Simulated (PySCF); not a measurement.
Species: C6H10O2 (charge +1 and doublet state).
Z-matrix (Å and degrees, GFN2-xTB geometry), rows numbered from 1:
```
C 
C   1  1.5099
C   2  1.4735  1  116.82
C   3  1.4647  2  120.84  1     2.31
C   3  1.3881  2  119.63  1  -177.69
O   5  1.3203  3  121.71  2     0.23
C   6  1.3959  5  118.83  3   179.53
O   7  1.1780  6  123.19  5     0.03
H   1  1.0899  2  111.65  3   -60.06
H   1  1.0902  2  111.37  3    59.69
H   1  1.0862  2  110.05  3   179.70
H   2  1.1006  1  110.21  3  -124.60
H   2  1.1015  1  109.71  3   123.61
H   4  1.0947  3  110.20  2   -56.99
H   4  1.0948  3  110.13  2    57.31
H   4  1.0857  3  112.99  2  -179.89
H   5  1.0899  3  121.52  2  -179.95
H   7  1.0938  6  107.77  5  -179.94
```

The hyperfine couplings belong to this conformer and change with its torsions.

Identity: `CC[C+](C)[CH]OC=O` [radical] (charge +1).

Computed, not measured: UKS B3LYP, pcH-1 on C H O, non-relativistic, mean-field spin-orbit, GIAO in PySCF. One conformer (not necessarily the lowest) at the GFN2-xTB geometry, without solvent, vibrations or thermal averaging. The geometry wasn't refined by DFT: couplings that depend on bond lengths, twists or pyramidal angles can differ widely from those at the functional's own minimum, by a factor of two or more for some ions and for spin on atoms past the first row. The SCF solution wasn't tested for stability.

Where do the isotropic ENDOR lines of C3, C5, C4, C2, C7, H12/H13, H14/H15/H16, H17, H9/H10/H11 and H18 fall at 345.4 mT, to first order?

For S = 1/2 in fast tumbling each set of equivalent nuclei gives two lines, ν± = |νn ± a/2| to first order, with νn = g_N μN B/h and μN/h = 7.62259 MHz/T.

| nuclei | isotope | g_N | νn (MHz) | a_iso (MHz) | lower line (MHz) | upper line (MHz) |
| --- | --- | --- | --- | --- | --- | --- |
| C3 | 13C | 1.4048 | 3.70 | 17.23 | 4.91 | 12.31 |
| C5 | 13C | 1.4048 | 3.70 | 16.74 | 4.67 | 12.07 |
| C4 | 13C | 1.4048 | 3.70 | -15.69 | 4.15 | 11.54 |
| C2 | 13C | 1.4048 | 3.70 | -13.83 | 3.22 | 10.61 |
| C7 | 13C | 1.4048 | 3.70 | -4.31 | 1.55 | 5.85 |
| H12/H13 | 1H | 5.5857 | 14.71 | 102.05 | 36.32 | 65.73 |
| H14/H15/H16 | 1H | 5.5857 | 14.71 | 61.59 | 16.09 | 45.50 |
| H17 | 1H | 5.5857 | 14.71 | -30.26 | 0.42 | 29.84 |
| H9/H10/H11 | 1H | 5.5857 | 14.71 | 7.77 | 10.82 | 18.59 |
| H18 | 1H | 5.5857 | 14.71 | -1.96 | 13.73 | 15.69 |

The rows for 13C, of low natural abundance, apply to labelled samples.

Which pairs are centred on the nuclear Larmor frequency, and which on half the coupling?

Centred on νn, since |a| < 2νn: C7, H9/H10/H11 and H18. Centred on |a|/2 and split by 2νn: C3, C5, C4, C2, H12/H13, H14/H15/H16 and H17.

At what field would the lower line of C7 fall to zero frequency?

Where νn = |a|/2, that is B = 2.15 MHz/(1.4048 × 7.62259 MHz/T) = 201 mT, as far as first order holds there.

Means are taken over nuclei equivalent by connectivity, which assumes that they swap fast. The three 1H nuclei of mean +61.6 MHz run from -0.7 to 93.8 MHz in the frozen geometry. The three 1H nuclei of mean +7.8 MHz run from -1.5 to 13.2 MHz in the frozen geometry. The 1H value of +102.1 MHz is a mean of couplings from 96.4 to 107.7 MHz in this one geometry, not an average over conformers.
